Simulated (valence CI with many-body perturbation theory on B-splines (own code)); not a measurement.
**Ho LX: calculated level list**

Level of theory: valence CI with perturbative core correlation (CI+MBPT): six valence electrons over a frozen Dirac-Fock core [He], a basis of 9 s, 9 p, 8 d, 6 f, 3 g, 1 h functions for each j, with the one-electron correlation potential Σ1 (screened to all orders), the two-electron term Σ2, the three-electron term Σ3, Breit, model QED; selected single and double excitations, second order for the rest, scaled by the run's own slope (own B-spline code, finite nucleus).

No measured spectrum was set against this ion. As an estimate, large intervals hold to a few tenths of a per cent, small ones and those within an open d or f shell to about a per cent. Among the levels kept, up to 2100 cm⁻¹ of a level comes from second order outside the variational space, and about a tenth of that is noise between levels of different J, which matters for small intervals.

Levels 1 to 45 of 60, with energies above the lowest level, (2s^2 2p1/2^2 2p3/2^2) J=2. "Leading %" is the weight of the configuration and term that name the level; weights of strongly mixed levels are sums over their largest components and can fall short, and the name can then belong to a minority configuration. In the jj column 3d3/2^4 stands for four electrons in 3d with j = 3/2. Lifetimes count E1, E2, E3, M1 and M2 decay at the calculated energies, and are blank where another channel may lead or the interval is too uncertain; long ones can be off by a factor of two.

| No. | Configuration | Term | J | E (eV) | Leading % | Lifetime | Leading jj |
| --- | --- | --- | --- | --- | --- | --- | --- |
| 1 | 2s²2p⁴ | ³P | 2 | 0.0 | 68 |  | 2s^2 2p1/2^2 2p3/2^2 (100 %) |
| 2 | 2s²2p⁴ | ¹S | 0 | 52.5 | 64 | 16.2 ms | 2s^2 2p1/2^2 2p3/2^2 (100 %) |
| 3 | 2s²2p⁴ | ³P | 1 | 886.5 | 100 | 136 ps | 2s^2 2p1/2 2p3/2^3 (100 %) |
| 4 | 2s²2p⁴ | ¹D | 2 | 905.0 | 68 | 302 ps | 2s^2 2p1/2 2p3/2^3 (100 %) |
| 5 | 2s2p⁵ | ³P° | 2 | 1237.5 | 100 | 241 fs | 2s 2p1/2^2 2p3/2^3 (100 %) |
| 6 | 2s2p⁵ | ¹P° | 1 | 1310.3 | 61 | 96.5 fs | 2s 2p1/2^2 2p3/2^3 (100 %) |
| 7 | 2s²2p⁴ | ³P | 0 | 1811.8 | 64 | 43.1 ps | 2s^2 2p3/2^4 (99 %) |
| 8 | 2s2p⁵ | ³P° | 0 | 2134.2 | 100 | 123 fs | 2s 2p1/2 2p3/2^4 (100 %) |
| 9 | 2s2p⁵ | ³P° | 1 | 2170.2 | 61 | 109 fs | 2s 2p1/2 2p3/2^4 (100 %) |
| 10 | 2p⁶ | ¹S | 0 | 2583.3 | 99 | 59.8 fs | 2p1/2^2 2p3/2^4 (99 %) |
| 11 | 2s²2p³3s | ³P° | 2 | 7042.1 | 48 | 14.5 fs | 2s^2 2p1/2^2 2p3/2 3s (100 %) |
| 12 | 2s²2p³3s | ¹P° | 1 | 7050.2 | 32 | 6.14 fs | 2s^2 2p1/2^2 2p3/2 3s (100 %) |
| 13 | 2s²2p³3p | ³P | 1 | 7146.6 | 32 | 1.21 ps | 2s^2 2p1/2^2 2p3/2 3p1/2 (100 %) |
| 14 | 2s²2p³3p | ³D | 2 | 7148.3 | 25 | 763 fs | 2s^2 2p1/2^2 2p3/2 3p1/2 (100 %) |
| 15 | 2s²2p³3p | ³D | 3 | 7399.8 | 50 | 828 fs | 2s^2 2p1/2^2 2p3/2 3p3/2 (100 %) |
| 16 | 2s²2p³3p | ³P | 1 | 7400.1 | 35 | 801 fs | 2s^2 2p1/2^2 2p3/2 3p3/2 (100 %) |
| 17 | 2s²2p³3p | ³P | 2 | 7425.3 | 44 | 897 fs | 2s^2 2p1/2^2 2p3/2 3p3/2 (100 %) |
| 18 | 2s²2p³3p | ³P | 0 | 7448.2 | 70 | 356 fs | 2s^2 2p1/2^2 2p3/2 3p3/2 (100 %) |
| 19 | 2s²2p³3d | ³D° | 2 | 7507.1 | 33 | 12.8 fs | 2s^2 2p1/2^2 2p3/2 3d3/2 (99 %) |
| 20 | 2s²2p³3d | ³F° | 3 | 7514.5 | 27 | 90.5 fs | 2s^2 2p1/2^2 2p3/2 3d3/2 (98 %) |
| 21 | 2s²2p³3d | ³D° | 1 | 7517.6 | 34 | 3.85 fs | 2s^2 2p1/2^2 2p3/2 3d3/2 (100 %) |
| 22 | 2s²2p³3d | ³P° | 0 | 7520.3 | 64 | 1.80 ps | 2s^2 2p1/2^2 2p3/2 3d3/2 (100 %) |
| 23 | 2s²2p³3d | ³F° | 4 | 7574.0 | 51 | 10.9 ps | 2s^2 2p1/2^2 2p3/2 3d5/2 (100 %) |
| 24 | 2s²2p³3d | ³D° | 2 | 7584.3 | 34 | 1.49 fs | 2s^2 2p1/2^2 2p3/2 3d5/2 (99 %) |
| 25 | 2s²2p³3d | ³D° | 3 | 7598.9 | 47 | 669 as | 2s^2 2p1/2^2 2p3/2 3d5/2 (98 %) |
| 26 | 2s²2p³3d | ³D° | 1 | 7609.5 | 34 | 1.00 fs | 2s^2 2p1/2^2 2p3/2 3d5/2 (100 %) |
| 27 | 2s²2p³3s | ⁵S° | 2 | 7912.3 | 54 | 24.6 fs | 2s^2 2p1/2 2p3/2^2 3s (100 %) |
| 28 | 2s²2p³3s | ³S° | 1 | 7923.0 | 55 | 5.64 fs | 2s^2 2p1/2 2p3/2^2 3s (100 %) |
| 29 | 2s²2p³3s | ³D° | 3 | 7936.2 | 100 | 20.2 fs | 2s^2 2p1/2 2p3/2^2 3s (100 %) |
| 30 | 2s²2p³3s | ¹D° | 2 | 7943.7 | 66 | 6.27 fs | 2s^2 2p1/2 2p3/2^2 3s (100 %) |
| 31 | 2s²2p³3s | ³P° | 0 | 7981.2 | 100 | 13.7 fs | 2s^2 2p1/2 2p3/2^2 3s (100 %) |
| 32 | 2s²2p³3s | ³P° | 1 | 7984.4 | 66 | 9.97 fs | 2s^2 2p1/2 2p3/2^2 3s (100 %) |
| 33 | 2s²2p³3p | ⁵P | 1 | 8014.4 | 46 | 2.33 ps | 2s^2 2p1/2 2p3/2^2 3p1/2 (100 %) |
| 34 | 2s²2p³3p | ³F | 2 | 8022.4 | 34 | 1.32 ps | 2s^2 2p1/2 2p3/2^2 3p1/2 (100 %) |
| 35 | 2s²2p³3p | ³F | 3 | 8039.2 | 44 | 953 fs | 2s^2 2p1/2 2p3/2^2 3p1/2 (100 %) |
| 36 | 2s²2p³3p | ³P | 2 | 8072.3 | 51 | 549 fs | 2s^2 2p1/2 2p3/2^2 3p1/2 (99 %) |
| 37 | 2s²2p³3p | ³D | 1 | 8082.4 | 73 | 1.05 ps | 2s^2 2p1/2 2p3/2^2 3p1/2 (100 %) |
| 38 | 2s²2p³3p | ³P | 0 | 8123.3 | 64 | 578 fs | 2s^2 2p1/2 2p3/2^2 3p1/2 (99 %) |
| 39 | 2s2p⁴3s | ⁵P | 3 | 8207.8 | 66 | 45.2 fs | 2s 2p1/2^2 2p3/2^2 3s (92 %) |
| 40 | 2s2p⁴3s | ³P | 2 | 8234.6 | 52 | 7.80 fs | 2s 2p1/2^2 2p3/2^2 3s (90 %) |
| 41 | 2s²2p³3p | ³P | 0 | 8271.2 | 100 | 685 fs | 2s^2 2p1/2 2p3/2^2 3p3/2 (99 %) |
| 42 | 2s²2p³3p | ⁵P | 3 | 8273.2 | 52 | 430 fs | 2s^2 2p1/2 2p3/2^2 3p3/2 (95 %) |
| 43 | 2s²2p³3p | ³P | 2 | 8273.3 | 37 | 72.2 fs | 2s^2 2p1/2 2p3/2^2 3p3/2 (88 %) |
| 44 | 2s²2p³3p | ¹P | 1 | 8283.5 | 49 | 68.3 fs | 2s^2 2p1/2 2p3/2^2 3p3/2 (90 %) |
| 45 | 2s²2p³3p | ³F | 4 | 8292.9 | 100 | 645 fs | 2s^2 2p1/2 2p3/2^2 3p3/2 (100 %) |

The ionisation energy to 2s²2p³ ²P°3/2 of the next ion comes out as 13116 eV (NIST: 13116 ± 7 eV (theoretical)). All 60 levels together are meant to be complete up to 8395.2 eV.
